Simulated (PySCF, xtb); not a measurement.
BClFI, SMILES FB(Cl)I.

Harmonic wavenumbers (cm⁻¹) from GFN2-xTB run with xtb at its own minimum, in rising order: 183, 279, 391, 444, 812, 1213.

**Question.** What does PBE0-D3(BJ)/def2-SVP (PySCF) give at its own minimum? (The exact figures need the calculation; the answer reports its results.)

**Answer.** 193, 292, 467, 472, 932, 1349. Paired by order, the mean absolute difference is 64 cm⁻¹ and the zero-point energies are 4.7 and 5.3 kcal/mol.
